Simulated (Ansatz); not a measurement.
Spectroscopic constants of GeCl, multiplicity 2 (the spin of the measured ground state). No spin–orbit coupling. Ge is treated without relativity.

Constants: fifth-degree fit in 1/R to seven points, most abundant isotopes. In def2 and cc sets the state is the lowest found near the PBE0 minimum, followed along R.

Codes used: Ansatz (a quantum-chemistry and plane-wave program). 

Energies at wB97X-V/def2-TZVPP:

```csv
R (Å),E (hartree)
2.021247,-2536.94473690
2.075582,-2536.94945830
2.125570,-2536.95164520
2.182078,-2536.95213485
2.238586,-2536.95096034
2.303787,-2536.94801611
2.379856,-2536.94299249
```

**Question.** With a reduced mass of 23.7390 u, find the minimum, the force constant and the constants.

**Answer.** A fifth-degree polynomial in 1/R puts the minimum at r_e = 2.1685 Å with force constant 240 N/m. Then ω_e = (1/2πc)√(k/μ) = 414 cm⁻¹ and B_e = h/(8π²cμr_e²) = 0.1510 cm⁻¹; the cubic and quartic terms give α_e = 0.00071 and ω_e x_e = 1.3 cm⁻¹.
